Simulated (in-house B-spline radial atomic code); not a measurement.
Radial electron density of Co VIII (Co7+), [Ar] 3d2. Method: scalar-relativistic (X2C) BLYP, spin-polarised, spherical fractional occupations, Fermi nucleus of rms radius 3.7875 fm. Calculated with an all-electron radial atomic-structure program (B-spline basis).

One-electron X2C: radii and densities carry no picture-change correction, so inner-shell <1/r> comes out high (for 1s by about 2 % at Z = 33, 5 % at 54, 10 % at 75, 30 % at 118) and <r> low.

Columns: r (bohr), 4πr²n(r) (electrons per bohr), bar.

```
  0.0021   0.8774 #
  0.0025    1.191 #
 0.00298    1.614 ##
 0.00354    2.166 ###
 0.00422    2.908 ####
 0.00502    3.866 #####
 0.00597    5.099 ######
  0.0071    6.664 ########
 0.00845    8.627 ##########
  0.0101    11.09 #############
   0.012    13.91 #################
  0.0142    17.07 #####################
  0.0169    20.63 #########################
  0.0202    24.38 #############################
   0.024    27.79 ##################################
  0.0286    30.63 #####################################
   0.034    32.37 #######################################
  0.0404    32.75 #######################################
  0.0481    31.69 ######################################
  0.0573    29.55 ####################################
  0.0681    27.23 #################################
  0.0811    25.87 ###############################
  0.0965    26.51 ################################
   0.115    29.39 ###################################
   0.137    33.45 ########################################
   0.163    36.49 ############################################
   0.193    36.32 ############################################
    0.23     31.9 ######################################
   0.274    24.46 #############################
   0.326    17.25 #####################
   0.388    13.28 ################
   0.461    13.35 ################
   0.549    15.35 ###################
   0.653    16.05 ###################
   0.778    13.77 #################
   0.925    9.422 ###########
     1.1    5.047 ######
    1.31     2.06 ##
    1.56   0.6299 #
    1.85   0.1464 
    2.21  0.02233 
    2.63 0.002336
```

On this grid the curve has 3 maxima, near 0.0404, 0.163, 0.653 bohr.

The 3p down radial function P(r) = rR(r), positive near the nucleus:

```csv
r (bohr),P
0.0021,0.001306
0.00298,0.002486
0.00422,0.004726
0.00597,0.00896
0.00845,0.01692
0.012,0.03183
0.0169,0.05806
0.024,0.1048
0.034,0.1817
0.0481,0.2979
0.0681,0.4523
0.0965,0.611
0.137,0.684
0.193,0.5343
0.274,0.05324
0.388,-0.6465
0.549,-1.187
0.778,-1.187
1.1,-0.7206
1.56,-0.246
2.21,-0.04021
```
